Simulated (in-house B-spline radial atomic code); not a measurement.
## Ionising the magnesium ion Mg⁺ with different functionals

Computed with a radial B-spline atomic code at the basis-set limit: non-relativistic Hamiltonian, point nucleus, spin-polarised at highest spin, spherical fractional occupations for the functionals, the average over the highest-spin determinants for Hartree-Fock. The ionisation energy is the difference of two self-consistent energies, [Ne] 3s1 → [He] 2s2 2p6, without Breit or QED terms; ε is the level of the shell that loses the electron (its least bound occupied spin orbital).

```csv
method,rung,ΔSCF (eV),-ε(3s) (eV)
Hartree-Fock,Hartree-Fock,14.72,14.74
HF fractional,Hartree-Fock,14.72,14.74
LDA VWN5,LDA,15.35,11.98
LDA PW92,LDA,15.35,11.98
LDA exchange-only,LDA,14.69,11.36
PBE,GGA,15.34,11.90
PBEsol,GGA,?,?
BLYP,GGA,15.44,11.82
RPBE,GGA,15.31,11.85
PW91,GGA,15.38,11.95
BP86,GGA,15.25,12.01
AM05,GGA,15.14,11.86
OLYP,GGA,15.24,11.69
TPSS,meta-GGA,15.08,11.85
SCAN,meta-GGA,15.06,12.08
r2SCAN,meta-GGA,15.02,12.05
revTPSS,meta-GGA,15.02,11.88
PBE0,global hybrid,15.23,12.71
B3LYP,global hybrid,15.48,12.61
TPSSh,global hybrid,15.06,12.16
M06-2X,global hybrid,15.17,13.76
BHandHLYP,global hybrid,15.30,13.44
r2SCAN0,global hybrid,15.04,12.81
B97-1,global hybrid,?,?
HSE06,range-separated hybrid,15.24,12.33
wB97X,range-separated hybrid,14.61,14.53
CAM-B3LYP,range-separated hybrid,15.47,13.94
LC-wPBE,range-separated hybrid,15.16,15.02
```

What does PBEsol give?

ΔSCF 15.17 eV, and -ε(3s) = 11.87 eV.

What does B97-1 give?

ΔSCF 14.99 eV, and -ε(3s) = 12.38 eV.

Among the functionals, which spreads more, the ΔSCF values or the orbital energies?

The orbital energies: ΔSCF values span about 0.87 eV and the orbital energies 3.66 eV; here energy differences depend much less on the functional than eigenvalues do.

How do they compare with the NIST value?

NIST lists 15.035 eV (measured, ground level to ground level). Errors run from -0.42 to +0.45 eV; r2SCAN0 is closest (+0.00 eV), but part of that can be cancellation, since the calculations leave out relativity, Breit-QED terms. Hartree-Fock also lacks correlation.
